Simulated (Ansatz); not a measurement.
Conformational energy of SMILES C=Cc1ccc(C=O)s1. Scanned: dihedral S9–C6–C7–O8; all other coordinates were relaxed at B3LYP-D3(BJ)/def2-SVP. Points at φ and −φ are mirror images.

Geometry of the scan point at -75° (Å):
```
15

C      2.9735     0.9342     0.1309
C      2.2107    -0.1699     0.1055
C      0.7603    -0.2308     0.0234
C     -0.0222    -1.3704     0.0159
C     -1.4147    -1.1028    -0.0920
C     -1.6959     0.2447    -0.1206
C     -3.0334     0.8805    -0.3258
O     -3.6279     1.5085     0.5130
S     -0.2416     1.1971    -0.0827
H      4.0612     0.8620     0.1916
H      2.5420     1.9390     0.0943
H      2.6931    -1.1527     0.1492
H      0.4040    -2.3725     0.0818
H     -2.1853    -1.8738    -0.1362
H     -3.4941     0.6740    -1.3270
```

Method: CCSD(T) on RHF/cc-pVDZ, frozen core // B3LYP-D3(BJ)/def2-SVP (Ansatz, a quantum-chemistry and plane-wave program).

Scanned values (°): -165, -135, -105, -75, -45, -15, 15, 45, 75, 105, 135, 165.

Problem. Describe the profile: where are the wells and the tops?

Solution. Lower than their neighbours: . Higher than their neighbours: -75° (36.5 kJ/mol), 75° (36.5 kJ/mol). The whole profile spans 36.5 kJ/mol.
